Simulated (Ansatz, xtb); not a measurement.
**Relative energy of two isomers of C3H10GeOSi**

Structure X: `C=[CH][GeH2][O][SiH2]C`, a singlet. Structure Y: `[SiH3][O][GeH]1[CH2]C[CH2]1`, a singlet. Both are isolated molecules in the gas phase, relaxed with PBE-D3(BJ)/def2-SVP, each in the lowest conformer that the search found.

Which of the two would you expect CCSD(T)/def2-SVP + ΔMP2/def2-TZVPP electronic energies to favour?

Structure X; the calculation gives E(Y) − E(X) = +5.1 kcal/mol.

Level by level:

| level | geometry | E(Y) − E(X) (kcal/mol) | departure from the last row (kcal/mol) | job, with rough time for the two |
| --- | --- | --- | --- | --- |
| GFN2-xTB | GFN2-xTB | −12.0 | −17.1 | optimisation, 0.4 s |
| HF/STO-3G | GFN2-xTB | −12.1 | −17.2 | single point, 0.44 s |
| r2SCAN-D4/def2-SVP | GFN2-xTB | +2.7 | −2.4 | single point, 3.9 s |
| PBE-D3(BJ)/def2-SVP | PBE-D3(BJ)/def2-SVP | +1.2 | −3.9 | optimisation, 62 s |
| HF/def2-SVP | PBE-D3(BJ)/def2-SVP | +9.8 | +4.7 | part of the CCSD(T) run |
| MP2/def2-SVP | PBE-D3(BJ)/def2-SVP | +2.7 | −2.3 | part of the CCSD(T) run |
| CCSD(T)/def2-SVP | PBE-D3(BJ)/def2-SVP | +5.1 | 0.0 | single point |
| CCSD(T)/def2-SVP + ΔMP2/def2-TZVPP | PBE-D3(BJ)/def2-SVP | +5.1 |  | single point, 89 s |

As drawn, Y has 1 C–Ge, 2 C–C, 1 Si–H in place of 1 C=C, 1 C–Si, 1 Ge–H. Structure X has no ring, Y a 4-membered ring.

GFN2-xTB, HF/STO-3G put the two in the other order. The largest departure from CCSD(T)/def2-SVP + ΔMP2/def2-TZVPP is that of HF/STO-3G, 17.2 kcal/mol. The last row adds to CCSD(T) the change of the MP2 difference between the two basis sets, here 0.0 kcal/mol.

With thermal terms from frequencies at re-optimised GFN2-xTB minima (ideal gas, soft modes damped towards free rotors, one conformer each, 298.15 K, 1 atm): on the last row, ΔE + ΔZPE = +6.9, ΔH = +6.2, ΔG = +8.0 kcal/mol.

The correlated steps freeze 18 core orbitals; the filled d shell of Ge is correlated, in a basis made for valence electrons. Codes used: Ansatz 0.2.0, xtb 6.7.1; the last row on 4 threads of Arm Neoverse V2 on a shared host.
